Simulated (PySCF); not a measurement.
Computed shifts of a molecule C3H7BFN, PBE/pcSseg-1 (PySCF), GIAO, gas phase, equivalent atoms averaged, in ppm (number of nuclei): ¹³C: 169.3 (1), 114.9 (1), 9.4 (1). ¹⁵N: 119.7 (1). ¹⁹F: -109.8 (1). ¹H: 7.29 (1), 5.20 (1), 5.15 (1), 4.15 (1), 0.66 (3). References: ¹³C against TMS (σ = 182.0 ppm); ¹¹B against BF3 (σ = 83.9 ppm); ¹⁵N against NH3 (σ = 267.0 ppm); ¹⁹F against CFCl3 (σ = 133.6 ppm); ¹H against TMS (σ = 31.49 ppm), references at their B3LYP-D3(BJ)/def2-TZVP geometries, non-relativistic. The structure is a stationary point at ωB97X-D3(BJ)/def2-SVP. Other conformers were not sampled.

**Question.** Identify the compound among the candidates.
(A) NB(F)C1CC1
(B) C/N=C/B(C)F
(C) C/C=N/B(C)F
(D) CB(N)/C=C\F

**Answer.** D, CB(N)/C=C\F
